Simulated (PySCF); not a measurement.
## Two-dimensional NMR puzzle

Compound of formula C7H11O3P. Correlations simulated from computed shifts and the bond graph:

HSQC (one-bond C–H):
```tsv
δH	δC
2.81	33.3
0.98	3.1
0.89	3.1
0.85	7.4
```

COSY cross peaks (H two or three bonds apart, from the bond graph; peaks can be absent where the dihedral angle is near 90°):
```tsv
δH	δH
0.98	0.89
0.98	0.85
0.89	0.85
```

HMBC (two and three bonds, from the bond graph):
```tsv
δH	δC
2.81	221.7
0.98	7.4, 3.1
0.89	7.4, 3.1
0.85	221.7, 3.1
```

Carbons without hydrogens: δ 221.7.

Calculated, not measured (PySCF 2.14.0 with density-fitted response routines): shielding tensors at PBE0/pcSseg-1 (GIAO), GFN2-xTB structure. In vacuum, one conformer, averaged over atoms made equivalent by symmetry, fast rotation or ring inversion, non-relativistic.

Scale: TMS for $^{1}$H, $^{13}$C (reference shieldings calculated alike).

Exchangeable hydrogens are left out of these lists.

Question: Work out the connectivity.

Answer: `InChI=1S/C7H11O3P/c1-5(8)11(10,6(2)9)7-3-4-7/h7H,3-4H2,1-2H3`.

Atom-mapped SMILES (the numbers label the heavy atoms): `[CH3:1][C:2](=[O:3])[P:4](=[O:5])([C:6]([CH3:7])=[O:8])[CH:9]1[CH2:10][CH2:11]1`; H(Xn) means a hydrogen on atom n. Ha(C10), Ha(C11) are cis to P4 on the ring; Hb(C10), Hb(C11) are trans to P4 on the ring.

δC 221.7 is C2/C6, a carbonyl carbon. δC 33.3 is C1/C7, a methyl carbon α to a carbonyl (δH 2.81). δC 7.4 is C9, a three-membered-ring carbon (δH 0.85). δC 3.1 is C10/C11, a three-membered-ring carbon (δH 0.89, 0.98). HMBC from δH 2.81 reaches the proton-free carbon C2/C6. HMBC from δH 0.85 reaches the proton-free carbon C2/C6. COSY links 0.98–0.89, 0.98–0.85, 0.89–0.85.

This is the structure that produced the data.

Shifts are as computed. Against solution values, carbons near 30 ppm lie about +3 ppm off and those near 130 ppm about +5 ppm. Of 1211 compounds with measured shifts, 218 miss one by over three times the rms of a fit or turn the order of signals round; such compounds aren't used in these exercises.
